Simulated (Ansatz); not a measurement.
C2HBrCl2 (`Cl/C=C(\Cl)Br`). The species carries charge 0 and has multiplicity 1. The geometry is a stationary point of PBE0-D4/def2-TZVP.

```xyz
6

Cl    1.671    0.923    1.021
C     0.682   -0.182    0.183
C    -0.568    0.078   -0.183
Cl   -1.371    1.543    0.127
Br   -1.554   -1.228   -1.104
H     1.140   -1.134   -0.043
```

(1) What is the dipole moment at B3LYP/def2-TZVPP? (Estimate.)

(2) And with PBE, r2SCAN, ωB97M-V? (Estimate.)

(3) Give the Mulliken charges with B3LYP, PBE, ωB97M-V in def2-TZVPP. (Estimate.)

## Answers

(1) Ansatz gave: 0.79 D, with components (0.34, -0.70, -0.16) D in this frame, pointing from negative to positive charge.

(2) The calculation gave: PBE 0.71 D, r2SCAN 0.78 D, ωB97M-V 0.82 D.

(3) The calculation gave: 
| atom | B3LYP | PBE | ωB97M-V |
| --- | --- | --- | --- |
| Cl1 | -0.05 | -0.05 | -0.02 |
| C2 | -0.05 | -0.05 | -0.07 |
| C3 | 0.00 | 0.01 | -0.05 |
| Cl4 | -0.03 | -0.03 | 0.00 |
| Br5 | -0.01 | -0.01 | 0.01 |
| H6 | 0.14 | 0.13 | 0.14 |

B3LYP here is the variant with VWN-RPA as its local correlation; programs differ in this.
